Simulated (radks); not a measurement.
The zinc ion Zn6+, 24 electrons, occupied as [Ar] 3d6 (the NIST ground configuration).

All-electron calculation, Dirac Kohn-Sham, exchange-only PBE, spin-unpolarised, spherical densities, finite nucleus; open shells fill j = l - 1/2 first; Fermi nuclear charge, rms radius 3.9283 fm. Program: a radial shooting solver on a logarithmic mesh with Libxc functionals.

Energy parts (eV):
part                   energy
total              -48514.711
kinetic             49460.143
electron-nucleus  -114125.529
Hartree             17958.851
exchange            -1808.176

Orbitals (lengths in bohr, moments of r in powers of bohr; r(max) is where P^2 peaks):
orbital  occ.  eigenvalue (eV)  <1/r>   r(max)  small-component weight
1s1/2       2        -9649.089  30.23  0.03291                1.17e-02
2s1/2       2        -1285.330  6.621   0.1894                2.24e-03
2p1/2       2        -1147.042  6.578   0.1502                2.22e-03
2p3/2       4        -1123.178  6.421   0.1530                2.18e-03
3s1/2       2        -246.9590  2.170   0.5802                5.36e-04
3p1/2       2        -202.4797  2.060   0.5752                4.95e-04
3p3/2       4        -199.0782  2.024   0.5826                4.85e-04
3d3/2       4        -124.3876  1.788   0.5279                3.91e-04
3d5/2       2        -123.8860  1.780   0.5301                3.89e-04

The highest occupied level is 3d5/2 at -123.89 eV. The density falls to 0.001 e/bohr^3 at r = 2.12 bohr. Summed over all electrons, <r^2> = 8.230 bohr^2, which gives a Langevin (diamagnetic) susceptibility term of -6.52 x 10^-6 cm^3/mol. For comparison, the ionisation energy in NIST's Atomic Spectra Database is 134 eV (semi-empirical). In exact Kohn-Sham theory the highest level is minus the ionisation energy, but local and semilocal functionals leave it too shallow, through self-interaction and a potential that decays too fast; potentials with the right tail come closer.

Beside tabulated values, note that spin-unpolarised runs miss the spin-polarisation part of the exchange energy of open shells.
